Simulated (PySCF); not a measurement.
Computed Raman spectrum (relative Raman activity) of a molecule C3H4BrCl. The structure is a stationary point at r2SCAN-D4/def2-SVP. The values are those of a single conformer. Method: r2SCAN-D4/def2-SVP (PySCF). Frequencies are harmonic and unscaled.

Lines under 2 % of the strongest are left out, and lines within 2 cm⁻¹ are merged.

ν (cm⁻¹): 270 (vw), 709 (vw), 732 (vw), 991 (vw), 1253 (vw), 1383 (w), 1442 (m), 1681 (m), 3040 (vs), 3125 (s), 3171 (m), 3236 (m) (against the strongest line: vs over 80 %, s over 45 %, m over 15 %, w over 4 %, vw less)

**Question.** Which structure fits?
A) C/C=C(\Cl)Br
B) C/C(Cl)=C\Br
C) C/C(Br)=C\Cl
D) ClC1(Br)CC1

**Answer.** B, C/C(Cl)=C\Br
